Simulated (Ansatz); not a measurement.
Ansatz (a first-principles code) input:

Ansatz 0.2 input:
```yaml
crystal:
  periodic: [false, false, false]
  atoms:
    - {symbol: Cd, position_ang: [-0.56021656, 0.41365500, 0.58758061]}
    - {symbol: I, position_ang: [0.03277774, 1.82564133, -1.89380735]}
    - {symbol: I, position_ang: [0.47458821, -2.20027227, 1.36165888]}
basis:
  gaussian:
    orbitals: def2-TZVP
hamiltonian:
  xc: b3lyp
  dispersion: d3bj
total_charge: -1
magnetization: {spin_polarized: true, initial_magnetization: 1}
phonons: {temperatures: {t_min: 298.15, t_max: 298.15, t_step: 100}}
```

**Question.** Predict the final energy.

**Answer.** -763.61982 Eh (B3LYP-D3(BJ)/def2-TZVP). The basis has 140 functions.

The spin state was set by rule; other spins were not relaxed.
